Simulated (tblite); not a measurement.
C5H11NSSi2.
Cartesian coordinates in Å at the GFN2-xTB level; atoms count from 1:
```
atom  x, y, z in Å
C1     3.4811    1.4190   -0.4610
C2     2.9640    0.3368   -0.5510
Si3    2.0936   -1.3033   -0.6670
N4     0.5104   -1.3188    0.0121
C5    -0.5648   -0.4851   -0.4691
C6    -0.5679    0.9191    0.1506
C7    -1.8322    1.6538   -0.2449
S8    -3.3129    0.6350    0.1424
Si9   -2.2972   -1.2276   -0.1291
H10    3.9476    2.3601   -0.3889
H11    2.8382   -2.2961    0.1055
H12    1.9249   -1.6029   -2.0921
H13    0.4244   -1.5039    1.0001
H14   -0.4204   -0.3790   -1.5499
H15   -0.5232    0.8276    1.2400
H16    0.3109    1.4811   -0.1766
H17   -1.8532    1.8584   -1.3152
H18   -1.9536    2.5881    0.2991
H19   -2.3270   -1.9837    1.1183
H20   -2.8479   -1.9680   -1.2554
```

Computed values, GFN2-xTB/tblite, gas phase, harmonic and unscaled. Against measured fundamentals such values can be off by several per cent, at times by over 20. Modes of hydrogen on silicon can be 10 to 20 % off. One conformer, not necessarily the lowest.

Harmonic wavenumbers (cm⁻¹): 25.9, 43.3, 56.9, 114.3, 159.2, 204.4, 213.9, 239.2, 292.2, 335.8, 365.0, 462.0, 488.0, 505.4, 514.7, 518.3, 534.7, 618.9, 638.9, 654.2, 674.0, 678.7, 685.0, 717.2, 739.5, 744.2, 771.8, 841.0, 887.7, 966.1, 1002.3, 1065.4, 1101.3, 1153.8, 1162.4, 1211.7, 1248.9, 1269.1, 1322.8, 1393.0, 1458.3, 1487.0, 2203.1, 2223.2, 2258.4, 2296.4, 2325.5, 2916.0, 2951.8, 2965.8, 2984.1, 3014.9, 3348.0, 3443.2.

A = 2041, B = 514.9, C = 424.1 MHz; mass 173.015 u (most abundant isotopes); point group C1, symmetry number 1.

Problem. Zero-point energy?

Solution. Half the sum of the wavenumbers: 31248 cm⁻¹ = 89.34 kcal/mol.

Problem. Entropy at 350 K, 1 bar (ideal gas, RRHO, classical rotation)?

Solution. Translation 42.17, rotation 31.43, vibration 46.15: S = 119.8 cal/(mol K).

Problem. And Cp and H(350 K) − H(0)?

Solution. Cp = 53.72 cal/(mol K), of which vibrations give 45.78 (their classical limit is 54 R = 107.3); H(350 K) − H(0) = 10.97 kcal/mol without the zero-point energy, 8.19 from vibrations.

Problem. Which modes carry the vibrational entropy at 350 K?

Solution. 25.9 cm⁻¹: 6.44; 43.3 cm⁻¹: 5.42; 56.9 cm⁻¹: 4.88; 114.3 cm⁻¹: 3.51; 159.2 cm⁻¹: 2.86; 204.4 cm⁻¹: 2.39 cal/(mol K); the other 48 give 20.65 together.

Problem. Blend soft modes into free rotors: weight 1/[1 + (100 cm⁻¹/ν̃)⁴] for the oscillator and the rest for a rotor with moment μB/(μ + B), μ = h/(8π²ν), B = 10⁻⁴⁴ kg m². What vibrational entropy results?

Solution. 41.11 cal/(mol K) in place of 46.15, which changes −T·S at 350 K by +1.76 kcal/mol.

Problem. How do the functions run with temperature in this model?

Solution. 
| T (K) | S (cal/(mol K)) | Cp (cal/(mol K)) | H − H(0) (kcal/mol) | G − H(0) (kcal/mol) | ln q(vib) |
| --- | --- | --- | --- | --- | --- |
| 50 | 64.2 | 15.0 | 0.57 | -2.63 | 1.25 |
| 100 | 76.5 | 21.2 | 1.48 | -6.17 | 3.01 |
| 298.15 | 111.6 | 47.8 | 8.34 | -24.94 | 9.70 |
| 373.15 | 123.3 | 56.1 | 12.25 | -33.76 | 12.22 |
| 500 | 141.3 | 67.1 | 20.10 | -50.56 | 16.42 |
| 750 | 171.5 | 81.4 | 38.81 | -89.79 | 24.15 |
| 1000 | 196.2 | 90.7 | 60.40 | -135.85 | 31.12 |

q(vib) and H(0) count from the zero-point level.

Hindered rotation and anharmonicity are outside this model. Other conformers, if any are populated, would add a mixing term that is left out. The structure is chiral; the term R ln 2 for an equal mix with its mirror image is left out.
